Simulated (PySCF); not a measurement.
BF3H3N, SMILES [NH3+][B-](F)(F)F. Atoms are numbered in the order given.

```xyz
8

B      0.0000     0.0000    -0.2227
F      1.1595     0.6694    -0.5466
F     -1.1595     0.6694    -0.5466
F      0.0000    -1.3388    -0.5466
N      0.0000     0.0000     1.4791
H      0.0000     0.9644     1.8395
H     -0.8352    -0.4822     1.8395
H      0.8352    -0.4822     1.8395
```

Geometry optimised at PBE-D3(BJ)/def2-SVP.

All values below come from PySCF with CAM-B3LYP/def2-TZVP.

Isolated molecule, no solvent.

Computed frontier levels, gap, dipole moment and polarisability:
```yaml
highest_occupied_level: -11.85 eV
lowest_empty_level: 0.48 eV
orbital_gap: 12.33 eV
dipole_moment: 1.284 e·Å
quadrupole, principal values (traceless, Buckingham form, about the centre of nuclear charge): -5.09, -5.09, 10.17 D·Å
mean_static_polarisability: 25.5 bohr³ (3.77 Å³)
polarisability_principal_values: 24.9, 24.9, 26.5 bohr³
```
